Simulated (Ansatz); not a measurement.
Geometry optimisation, Ansatz 0.2.0, RKS PBE/def2-SVP.

Input file:

```yaml
crystal:
  periodic: [false, false, false]
  atoms:
    - { symbol: Ge, position_ang: [0.383544, -0.137535, -0.067708] }
    - { symbol: H, position_ang: [0.459211, 0.103749, 1.457418] }
    - { symbol: F, position_ang: [1.928135, 0.218204, -0.811057] }
    - { symbol: F, position_ang: [-0.70536, 1.077629, -0.723416] }
    - { symbol: H, position_ang: [-0.111299, -1.509763, -0.576362] }
    - { symbol: Si, position_ang: [-2.83082, 0.087738, 1.337396] }
    - { symbol: H, position_ang: [-3.09671, -0.668808, 0.063152] }
    - { symbol: H, position_ang: [-3.63459, -0.525375, 2.46112] }
    - { symbol: H, position_ang: [-3.195802, 1.531554, 1.162972] }
    - { symbol: H, position_ang: [-1.398209, -0.032194, 1.682884] }
basis:
  gaussian: { orbitals: def2-SVP }
hamiltonian:
  xc: pbe
relax:
  f_tol: 0.03
  max_steps: 50
```

Launched with:

```bash
$ ansatz run input.yaml --threads 4 --pin off --max-ram 5120MiB --backend cpu --events-out ev --progress --plain --runs-dir out
```

**Question.** Where does it end, and by what steps?

**Answer.** The forces met the threshold. The force dipped under the threshold on the way, but the program's further checks kept it going. After 14 steps the energy has fallen by 0.199 eV; H2 moved furthest, 0.82 Å.

```json
{"step": "0", "energy less start (eV)": "0.0000", "largest force component (eV/Å)": "0.765", "accepted": "yes"}
{"step": "1", "energy less start (eV)": "-0.1123", "largest force component (eV/Å)": "0.170", "accepted": "yes"}
{"step": "2", "energy less start (eV)": "-0.1608", "largest force component (eV/Å)": "0.108", "accepted": "yes"}
{"step": "3", "energy less start (eV)": "-0.1808", "largest force component (eV/Å)": "0.150", "accepted": "yes"}
{"step": "4", "energy less start (eV)": "-0.1900", "largest force component (eV/Å)": "0.065", "accepted": "yes"}
{"step": "5", "energy less start (eV)": "-0.1933", "largest force component (eV/Å)": "0.100", "accepted": "yes"}
{"step": "6", "energy less start (eV)": "-0.1950", "largest force component (eV/Å)": "0.088", "accepted": "yes"}
{"step": "7", "energy less start (eV)": "-0.1966", "largest force component (eV/Å)": "0.017", "accepted": "yes"}
{"step": "8", "energy less start (eV)": "-0.1978", "largest force component (eV/Å)": "0.041", "accepted": "yes"}
{"step": "9", "energy less start (eV)": "-0.1982", "largest force component (eV/Å)": "0.071", "accepted": "yes"}
{"step": "10", "energy less start (eV)": "-0.1987", "largest force component (eV/Å)": "0.037", "accepted": "yes"}
{"step": "11", "energy less start (eV)": "-0.1990", "largest force component (eV/Å)": "0.002", "accepted": "yes"}
{"step": "12", "energy less start (eV)": "-0.1992", "largest force component (eV/Å)": "0.010", "accepted": "yes"}
{"step": "13", "energy less start (eV)": "-0.1992", "largest force component (eV/Å)": "0.038", "accepted": "no"}
{"step": "14", "energy less start (eV)": "-0.1994", "largest force component (eV/Å)": "0.012", "accepted": "yes"}
```

```xyz
10
Properties=species:S:1:pos:R:3
Ge 0.696 -0.098 -0.097
H 1.160 0.479 1.256
F 1.892 0.329 -1.298
F -0.750 0.772 -0.584
H 0.408 -1.607 -0.234
Si -3.122 0.062 1.378
H -3.495 -0.406 0.003
H -4.205 -0.325 2.348
H -2.939 1.550 1.404
H -1.846 -0.612 1.811
```

Run time: 16 s on 4 threads of Arm Neoverse V1, on a shared host, peak memory 0.15 GiB.
